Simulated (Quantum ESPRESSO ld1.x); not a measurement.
Species: the mercury ion Hg2+. Configuration: [Xe] 4f14 5d10. All-electron calculation, Dirac Kohn-Sham, LDA (Slater exchange, VWN5 correlation), spin-unpolarised, spherical densities, point nucleus. Program: ld1.x of Quantum ESPRESSO 7.5. Some entries of the table are withheld. Estimate them.

orbital  occ.  eigenvalue (Ry)  <r^2> (bohr^2)  <r> (bohr)
1s1/2       2       -6100.5027       0.0003811     0.01659
2s1/2       2       -1081.5751        0.005743     0.06927
2p1/2       2              (1)        0.004056     0.05694
2p3/2       4              (2)        0.005242     0.06561
3s1/2       2        -257.6862         0.03729      0.1802
3p1/2       2        -238.0160         0.03395      0.1705
3p3/2       4        -206.3415         0.04035      0.1864
3d3/2       4              (3)         0.03088      0.1622
3d5/2       6              (4)         0.03262      0.1670
4s1/2       2         -57.7090          0.1802      0.3993
4p1/2       2         -49.2835          0.1834      0.4012
4p3/2       4         -41.6166          0.2159      0.4357
4d3/2       4         -27.8339          0.2267         (5)
4d5/2       6         -26.4047          0.2381         (6)
5s1/2       2         -10.1100          0.9122      0.9015
4f5/2       6          -8.6470          0.2774      0.4793
4f7/2       8          -8.3385          0.2853      0.4861
5p1/2       2              (7)           1.065         (8)
5p3/2       4              (9)           1.291        (10)
5d3/2       4          -2.2235           2.334       1.413
5d5/2       6          -2.0811           2.519       1.467

Answer. 
(1) 2p1/2 eigenvalue (Ry): -1037.9285
(2) 2p3/2 eigenvalue (Ry): -894.8987
(3) 3d3/2 eigenvalue (Ry): -173.7195
(4) 3d5/2 eigenvalue (Ry): -166.9287
(5) 4d3/2 <r> (bohr): 0.4427
(6) 4d5/2 <r> (bohr): 0.4539
(7) 5p1/2 eigenvalue (Ry): -7.3204
(8) 5p1/2 <r> (bohr): 0.9707
(9) 5p3/2 eigenvalue (Ry): -5.9631
(10) 5p3/2 <r> (bohr): 1.068
